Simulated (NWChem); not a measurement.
## Basis-set convergence for HBrGe

```xyz
3

Ge    -0.8333     0.8846     0.0000
H      0.2996     2.0450     0.0000
Br     0.7533    -0.8672     0.0000
```
Charge 0, spin multiplicity 1.

Everything below was run with NWChem. All single points use one geometry, from PBE/def2-SVP, a minimum by its harmonic frequencies.

Quantity: vertical ionisation energy at the level ΔPBE0 (Δ: difference of total energies, the cation a doublet at the parent's geometry with its hole in an orbital of symmetry a' (Cs labels); it is the state that the SCF runs reached, from PBE0 orbitals for Hartree-Fock references, and need not be the lowest).

The Hamiltonian is non-relativistic. The Pople sets run with spherical d functions. The structure started from a generated list of species. No SCF solution was tested for a lower state.

Costs are rough ratios of processor time within this set of runs, SCF included, with 3-21G as 1.

Question: In def2-QZVP the value is 9.35 eV. Among 3-21G, pcseg-1, 6-31G*, def2-SVP, aug-cc-pVDZ, def2-SVPD, cc-pVTZ, pcseg-2, aug-cc-pVTZ, which is the smallest basis within 0.2 eV of it?

Answer: 3-21G, with 46 functions against 180 and about 4 % of the time (also within reach: pcseg-1, 6-31G*, def2-SVP, aug-cc-pVDZ, def2-SVPD, cc-pVTZ, pcseg-2, aug-cc-pVTZ). def2-QZVP isn't the basis-set limit itself, and a small set can land close by cancellation.

```
basis        functions  vertical ionisation energy (eV)  relative cost
-----------  ---------  -------------------------------  -------------
3-21G               46                             9.24              1
pcseg-1             59                             9.43        under 3
6-31G*              66                             9.39        under 3
def2-SVP            69                             9.36        under 3
aug-cc-pVDZ         81                             9.37             20
def2-SVPD           87                             9.39        under 3
cc-pVTZ            100                             9.35             40
pcseg-2            100                             9.36              6
aug-cc-pVTZ        141                             9.35             60
def2-QZVP          180                             9.35             30
```
